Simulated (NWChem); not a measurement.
System: AlH2O2Br; SMILES [OH][Al]([OH])[Br]

Excerpt of the output:

```
             Northwest Computational Chemistry Package (NWChem) 7.3.0
             --------------------------------------------------------

 C2V symmetry detected

                             Geometry "geometry" -> ""
                             -------------------------

 Output coordinates in angstroms (scale by  1.889725989 to convert to a.u.)

  No.       Tag          Charge          X              Y              Z
 ---- ---------------- ---------- -------------- -------------- --------------
    1 Al                  13.0000     0.00000000     0.00000000     0.98086293
    2 Br                  35.0000     0.00000000     0.00000000    -1.29316735
    3 O                    8.0000     0.00000000    -1.45629830     1.85712071
    4 H                    1.0000     0.00000000    -2.30501295     1.39785392
    5 O                    8.0000     0.00000000     1.45629830     1.85712071
    6 H                    1.0000     0.00000000     2.30501295     1.39785392

 Effective nuclear repulsion energy (a.u.)     295.1066446081

      Symmetry information
      --------------------

 Group name             C2v
 Group number             16
 Group order               4
 No. of unique centers     4

                                 NWChem DFT Module
                                 -----------------

 Summary of "ao basis" -> "ao basis" (spherical)
 ------------------------------------------------------------------------------
       Tag                 Description            Shells   Functions and Types
 ---------------- ------------------------------  ------  ---------------------
 Al                         def2-svp                 8       18   4s3p1d
 Br                         def2-svp                12       32   5s4p3d
 O                          def2-svp                 6       14   3s2p1d
 H                          def2-svp                 3        5   2s1p

      Symmetry analysis of basis
      --------------------------

        a1         38
        a2          9
        b1         16
        b2         25

            General Information
            -------------------
          SCF calculation type: DFT
          Wavefunction type:  closed shell.
          No. of atoms     :     6
          No. of electrons :    66
           Alpha electrons :    33
            Beta electrons :    33
          Charge           :     0
          Spin multiplicity:     1
          Use of symmetry is: on ; symmetry adaption is: on
          Maximum number of iterations: 150
          AO basis - number of functions:    88
                     number of shells:    38
          Convergence on energy requested:  1.00D-06
          Convergence on density requested:  1.00D-05
          Convergence on gradient requested:  5.00D-04

              XC Information
              --------------
                       M06-2X Method XC Functional
                     Hartree-Fock (Exact) Exchange  0.540
                        M06-2X Exchange Functional  1.000
                      M06-2X Correlation Potential  1.000

             Grid Information
             ----------------
          Grid used for XC integration:  xfine
          Radial quadrature: Mura-Knowles
          Angular quadrature: Lebedev.
          Tag              B.-S. Rad. Rad. Pts. Rad. Cut. Ang. Pts.
          ---              ---------- --------- --------- ---------
          Al                  1.25      125           9.0      1454
          Br                  1.15      160          11.0      1454
          O                   0.60      100          11.0      1454
          H                   0.35      100          12.0      1202
          Grid pruning is: on
          Number of quadrature shells:   485
          Spatial weights used:  Erf1

      Superposition of Atomic Density Guess
      -------------------------------------

 Sum of atomic energies:       -2964.25809149

      Non-variational initial energy
      ------------------------------

 Total energy =   -2964.994434
 1-e energy   =   -4713.265894
 2-e energy   =    1453.164816
 HOMO         =      -0.412989
 LUMO         =      -0.043987

      Symmetry analysis of molecular orbitals - initial
      -------------------------------------------------

  Numbering of irreducible representations:

     1 a1          2 a2          3 b1          4 b2

  Orbital symmetries:

     1 a1          2 a1          3 a1          4 b2          5 b1
     6 a1          7 a1          8 b2          9 a1         10 a1
    11 b2         12 b1         13 a1         14 b2         15 a1
    16 b1         17 b2         18 a1         19 a2         20 a1
    21 b1         22 a1         23 b2         24 a1         25 a1
    26 b2         27 a1         28 b2         29 b1         30 a2
    31 a1         32 b1         33 b2         34 a1         35 b1
    36 b2         37 a1         38 a1         39 b2         40 a1
    41 b1         42 a1         43 b2

     ---------------------------------------------
      Total Density - Mulliken Population Analysis
     ---------------------------------------------

    Atom       Charge   Shell Charges
 -----------   ------   -------------------------------------------------------
    1 Al  13    11.52   2.00  1.99  0.59  0.04  5.93  0.50  0.23  0.24
    2 Br  35    35.43   2.00  2.00  2.00  1.36  0.59  6.00  5.99  2.38  3.12  8.23  1.73  0.05
    3 O    8     8.88   1.99  1.11  0.64  3.14  2.00  0.00
    4 H    1     0.64   0.52  0.07  0.06
    5 O    8     8.88   1.99  1.11  0.64  3.14  2.00  0.00
    6 H    1     0.64   0.52  0.07  0.06

   convergence    iter        energy       DeltaE   RMS-Dens  Diis-err
 ---------------- ----- ----------------- --------- --------- ---------
 d= 0,ls=0.0,diis     1  -2967.7680337604 -3.26D+03  1.35D-02  1.03D+00
 d= 0,ls=0.0,diis     2  -2967.7408642671  2.72D-02  7.12D-03  1.47D+00
 d= 0,ls=0.0,diis     3  -2967.8806852370 -1.40D-01  8.47D-04  9.40D-03
 d= 0,ls=0.0,diis     4  -2967.8816340389 -9.49D-04  3.18D-04  9.12D-04
 d= 0,ls=0.0,diis     5  -2967.8817412538 -1.07D-04  7.42D-05  7.21D-05
  Resetting Diis
 d= 0,ls=0.0,diis     6  -2967.8817484644 -7.21D-06  1.87D-05  1.14D-06
 d= 0,ls=0.0,diis     7  -2967.8817487759 -3.11D-07  4.41D-06  9.44D-08

         Total DFT energy =    -2967.881748775921
      One electron energy =    -4717.530589532266
           Coulomb energy =     1582.646376041002
    Exchange-Corr. energy =     -128.104179892766
 Nuclear repulsion energy =      295.106644608110

 Numeric. integr. density =       66.000000349358

                  Occupations of the irreducible representations
                  ----------------------------------------------

                     irrep           alpha         beta
                     --------     --------     --------
                     a1               16.0         16.0
                     a2                2.0          2.0
                     b1                6.0          6.0
                     b2                9.0          9.0

                       DFT Final Molecular Orbital Analysis
                       ------------------------------------

 Vector   31  Occ=2.000000D+00  E=-3.970263D-01  Symmetry=a2
              MO Center= -3.9D-17, -7.6D-14,  1.8D+00, r^2= 2.7D+00
   Bfn.  Coefficient  Atom+Function         Bfn.  Coefficient  Atom+Function
  ----- ------------  ---------------      ----- ------------  ---------------
    54      0.436044  3 O  px                73     -0.436044  5 O  px
    57      0.343923  3 O  px                76     -0.343923  5 O  px
    14     -0.092103  1 Al d -2

 Vector   32  Occ=2.000000D+00  E=-3.643837D-01  Symmetry=b1
              MO Center= -5.2D-16,  3.7D-15, -1.1D+00, r^2= 2.1D+00
   Bfn.  Coefficient  Atom+Function         Bfn.  Coefficient  Atom+Function
  ----- ------------  ---------------      ----- ------------  ---------------
    33      0.595928  2 Br px                30      0.498784  2 Br px
    27     -0.334993  2 Br px                24      0.108764  2 Br px
    54     -0.103904  3 O  px                73     -0.103904  5 O  px
    57     -0.085394  3 O  px                76     -0.085394  5 O  px
    17      0.057510  1 Al d  1              11      0.033289  1 Al px

 Vector   33  Occ=2.000000D+00  E=-3.599265D-01  Symmetry=b2
              MO Center= -2.0D-16, -1.9D-15, -9.8D-01, r^2= 2.4D+00
   Bfn.  Coefficient  Atom+Function         Bfn.  Coefficient  Atom+Function
  ----- ------------  ---------------      ----- ------------  ---------------
    34      0.586022  2 Br py                31      0.500302  2 Br py
    28     -0.334264  2 Br py                56     -0.127179  3 O  pz
    75      0.127179  5 O  pz                25      0.108491  2 Br py
    59     -0.098651  3 O  pz                78      0.098651  5 O  pz
    12      0.053276  1 Al py                15     -0.049000  1 Al d -1

[...]

                         DFT ENERGY GRADIENTS

    atom               coordinates                        gradient
                 x          y          z           x          y          z
   1 Al      0.000000   0.000000   1.853562    0.000000   0.000000  -0.003622
   2 Br      0.000000   0.000000  -2.443732    0.000000   0.000000  -0.006797
   3 O       0.000000  -2.752005   3.509449    0.000000  -0.002270   0.008992
   4 H       0.000000  -4.355843   2.641561    0.000000  -0.003208  -0.003782
   5 O       0.000000   2.752005   3.509449    0.000000   0.002270   0.008992
   6 H       0.000000   4.355843   2.641561    0.000000   0.003208  -0.003782
```

Level: M06-2X/def2-SVP. All runs use the structure optimised with B3LYP/6-31G* (spherical d).

Q: Write an input that gives this output.

A: One answer among several that fit: the input that was run:
```
start job
memory heap 200 mb stack 900 mb global 1100 mb
geometry units angstroms noautoz
  Al     0.917294     0.724700     0.093002
  Br    -0.849867    -0.692080    -0.109705
  O      0.946910     2.211630    -0.729865
  H      0.210603     2.473368    -1.296026
  O      2.249303     0.329987     1.071915
  H      2.272625    -0.504911     1.555335
end
basis spherical
  Al library def2-svp
  Br library def2-svp
  O library def2-svp
  H library def2-svp
end
dft
  xc m06-2x
  grid xfine
  iterations 150
  mulliken
end
task dft gradient
```
